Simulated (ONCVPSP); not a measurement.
What one change does to a pseudopotential (tungsten (W), ONCV)

```
Element                 : tungsten (W)
Generator               : ONCVPSP 4.0.1
Type                    : optimised norm-conserving Vanderbilt (ONCV)
Functional              : PBEsol
Relativity              : scalar-relativistic
Frozen core             : [Kr] 4d10 4f14
Valence charge          : 14
Reference configuration : 5s2 5p6 5d4 6s1.5 6p0.5
Partial waves           : 5s+6s: rc 1.75 bohr, ncon 4, nbas 9, qcut 8.2 1/bohr, 2 projectors; 5p+6p: rc 2.00 bohr, ncon 5, nbas 8, qcut 7.2 1/bohr, 2 projectors; 5d: rc 2.45 bohr, ncon 4, nbas 9, qcut 7.5 1/bohr, 1 projector
Local potential         : polynomial inside 1.45 bohr (lpopt 5, dvloc0 6 Ha)
Core correction         : none
```

All-electron outer shells of the reference configuration (PBEsol, scalar-relativistic, ld1.x):

```tsv
shell	level (eV)	outermost node (bohr)	outermost maximum (bohr)
4d	-239.09	0.22	0.45
5s	-79.94	0.53	0.96
5p	-44.05	0.57	1.09
4f	-34.06	–	0.43
6s	-6.30	1.28	2.64
5d	-5.25	0.63	1.49
6p	-1.75	1.53	3.65
```

Change: all radii scaled by about 1.22 (s 2.14, p 2.44, d 2.98 bohr); local potential polynomial inside 1.76 bohr (lpopt 5, dvloc0 6 Ha).

Cutoffs: the cutoffs (Ha) at which the residual kinetic energy of the hardest occupied pseudo-wave falls to 1 and 0.1 mHa per electron; they do not see the model core or the augmentation charge, which bear on the density cutoff. Errors are all-electron minus pseudo energies relative to the spin-unpolarised reference configuration.

Question: How do hardness, ghosts and transferability respond?

Answer: The potential gets softer (22 Ha and 25 Ha → 16 Ha and 20 Ha); of the 3 tests that both files solve, the error grows in 1 and shrinks in 0 by more than 15 % and 0.3 meV (median size 2.6 → 2.3 meV); neither file shows a bound ghost. A larger radius leaves more room for a smooth pseudo-wave, so fewer plane waves are needed.

```tsv
quantity	base	changed
cutoff, loose	22 Ha	16 Ha
cutoff, tight	25 Ha	20 Ha
loose cutoff by channel	s 22 Ha, p 15 Ha, d 15 Ha	s 16 Ha, p 12 Ha, d 11 Ha
bound ghosts	none	none
GHOST(+) flags under 300 eV	none	none
tests with a reliable result	3 of 4	3 of 4
error for 5s2 5p6 5d4 6s2 6p0, meV [ΔE -2.24 eV]	+0.6	+0.6
error for 5s2 5p6 5d4 6s1 6p0, meV [ΔE 6.69 eV]	-2.6	-2.3
error for 5s2 5p6 5d4 6s0 6p0, meV [ΔE 22.38 eV]	-6.0	-8.0
```
